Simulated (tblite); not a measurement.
Compound: C5H8N2.
Numbering: `[CH3:1][c:2]1[cH:3][nH:4][cH:5][c:6]1[NH2:7]` (hydrogens: H8, H9, H10 on C1; H11 on C3; H12 on N4; H13 on C5; H14, H15 on N7)

Computed with GFN2-xTB (tblite), gas phase: L-BFGS steps from a force-field or distance-geometry start until the largest atomic force falls under 0.01 eV/Å.

Step 72: E = -560.9711 eV
```
atom  x, y, z in Å  |  force x, y, z in eV/Å
C1     -1.8202   -0.6639    0.2025   -0.021  -0.021   0.013
C2     -0.3466   -0.4640    0.0837    0.001  -0.004  -0.046
C3      0.6217   -1.4300   -0.0069    0.011  -0.007   0.015
N4      1.8309   -0.8267   -0.1370   -0.009   0.009   0.007
C5      1.6597    0.5307   -0.1333   -0.004   0.001   0.018
C6      0.3189    0.7885    0.0069    0.001   0.014   0.001
N7     -0.3081    2.0309    0.1425   -0.003  -0.005  -0.016
H8     -2.1792   -0.3670    1.1894    0.021   0.004  -0.029
H9     -2.0664   -1.7112    0.0445   -0.016  -0.001   0.020
H10    -2.3530   -0.0689   -0.5424    0.013  -0.026   0.026
H11     0.5223   -2.4976    0.0178    0.020   0.001  -0.016
H12     2.7180   -1.2954   -0.2017   -0.029   0.004  -0.004
H13     2.4914    1.2008   -0.2264   -0.024   0.000   0.009
H14     0.1827    2.7845   -0.3171    0.051   0.005   0.002
H15    -1.2767    1.9969   -0.1445   -0.012   0.025   0.002
```

Step 73: E = -560.9714 eV
```
atom  x, y, z in Å  |  force x, y, z in eV/Å
C1     -1.8200   -0.6638    0.2030   -0.023  -0.013   0.011
C2     -0.3464   -0.4646    0.0846    0.004  -0.014  -0.028
C3      0.6219   -1.4304   -0.0066    0.018  -0.008   0.004
N4      1.8309   -0.8265   -0.1385   -0.014   0.007   0.010
C5      1.6592    0.5312   -0.1336    0.001  -0.009   0.020
C6      0.3186    0.7881    0.0096    0.003   0.013  -0.018
N7     -0.3101    2.0294    0.1445    0.010   0.006  -0.009
H8     -2.1823   -0.3563    1.1854    0.027   0.000  -0.032
H9     -2.0665   -1.7119    0.0536   -0.015  -0.009   0.023
H10    -2.3495   -0.0759   -0.5497    0.002  -0.020   0.021
H11     0.5232   -2.4984    0.0166    0.020   0.012  -0.016
H12     2.7177   -1.2955   -0.2060   -0.031   0.009  -0.002
H13     2.4908    1.2014   -0.2282   -0.028  -0.002   0.012
H14     0.1846    2.7853   -0.3076    0.041  -0.002   0.003
H15    -1.2766    1.9958   -0.1490   -0.014   0.029  -0.001
```

Step 74: E = -560.9718 eV
```
atom  x, y, z in Å  |  force x, y, z in eV/Å
C1     -1.8196   -0.6636    0.2033   -0.018  -0.038  -0.003
C2     -0.3460   -0.4659    0.0847   -0.001  -0.022   0.001
C3      0.6228   -1.4313   -0.0058    0.011   0.000  -0.014
N4      1.8307   -0.8260   -0.1404   -0.013   0.002   0.015
C5      1.6582    0.5316   -0.1346    0.002  -0.011   0.024
C6      0.3180    0.7877    0.0121   -0.006  -0.004  -0.042
N7     -0.3132    2.0273    0.1466    0.030   0.019   0.001
H8     -2.1850   -0.3422    1.1792    0.026   0.003  -0.008
H9     -2.0682   -1.7135    0.0666   -0.004   0.005   0.025
H10    -2.3447   -0.0851   -0.5585   -0.020  -0.008   0.002
H11     0.5259   -2.4996    0.0147    0.015   0.018  -0.013
H12     2.7166   -1.2957   -0.2104   -0.016   0.012   0.000
H13     2.4892    1.2020   -0.2308   -0.021   0.004   0.015
H14     0.1881    2.7863   -0.2934    0.021  -0.011   0.003
H15    -1.2772    1.9958   -0.1554   -0.007   0.032  -0.006
```

Step 75: E = -560.9721 eV
```
atom  x, y, z in Å  |  force x, y, z in eV/Å
C1     -1.8195   -0.6644    0.2034   -0.024  -0.005  -0.007
C2     -0.3457   -0.4672    0.0848   -0.014  -0.020   0.014
C3      0.6236   -1.4320   -0.0056   -0.004   0.004  -0.025
N4      1.8303   -0.8255   -0.1414   -0.001  -0.003   0.015
C5      1.6574    0.5317   -0.1350    0.001  -0.005   0.023
C6      0.3173    0.7872    0.0131   -0.019  -0.018  -0.047
N7     -0.3145    2.0263    0.1482    0.026   0.017   0.005
H8     -2.1867   -0.3304    1.1749    0.031  -0.009  -0.019
H9     -2.0697   -1.7148    0.0770    0.001  -0.002   0.028
H10    -2.3418   -0.0928   -0.5662   -0.020  -0.016   0.010
H11     0.5285   -2.5004    0.0120    0.009   0.015  -0.008
H12     2.7155   -1.2954   -0.2128    0.005   0.009  -0.001
H13     2.4874    1.2025   -0.2323   -0.009   0.011   0.016
H14     0.1910    2.7867   -0.2845    0.008  -0.013   0.000
H15    -1.2776    1.9964   -0.1576    0.011   0.037  -0.006
```

Question: Estimate the geometry and energy of step 76. (The exact step hangs on the optimiser's Hessian estimate; all steps are aligned on step 75, rigid shifts and turns removed.)

Answer: E = -560.9726 eV, largest force 0.061 eV/Å
```
atom  x, y, z in Å  |  force x, y, z in eV/Å
C1     -1.8197   -0.6657    0.2029   -0.007  -0.010  -0.016
C2     -0.3458   -0.4686    0.0834   -0.029  -0.017   0.020
C3      0.6243   -1.4326   -0.0053   -0.020   0.011  -0.038
N4      1.8296   -0.8248   -0.1410    0.012  -0.007   0.013
C5      1.6561    0.5317   -0.1347   -0.004   0.004   0.022
C6      0.3161    0.7868    0.0125   -0.030  -0.031  -0.043
N7     -0.3147    2.0262    0.1485    0.017   0.006   0.011
H8     -2.1852   -0.3228    1.1707    0.015  -0.003   0.018
H9     -2.0723   -1.7168    0.0854    0.011   0.004   0.024
H10    -2.3408   -0.0988   -0.5700   -0.033  -0.011  -0.011
H11     0.5320   -2.5009    0.0087   -0.002   0.002  -0.001
H12     2.7138   -1.2952   -0.2136    0.034   0.003  -0.002
H13     2.4848    1.2033   -0.2322    0.009   0.021   0.016
H14     0.1952    2.7864   -0.2793   -0.004  -0.009  -0.005
H15    -1.2779    1.9997   -0.1579    0.030   0.038  -0.009
```

The energy changes by -0.0005 eV. The first-order estimate −F·Δx gives -0.0006 eV and the mean of the old and new forces, exact on a quadratic surface, -0.0004 eV. The step makes an angle of 71° with the force vector and moves no atom by more than 0.009 Å.

What follows is the cost of the whole relaxation. Time: 0.76 s. Hardware: one thread of an Arm Neoverse N1, no GPU, shared host.
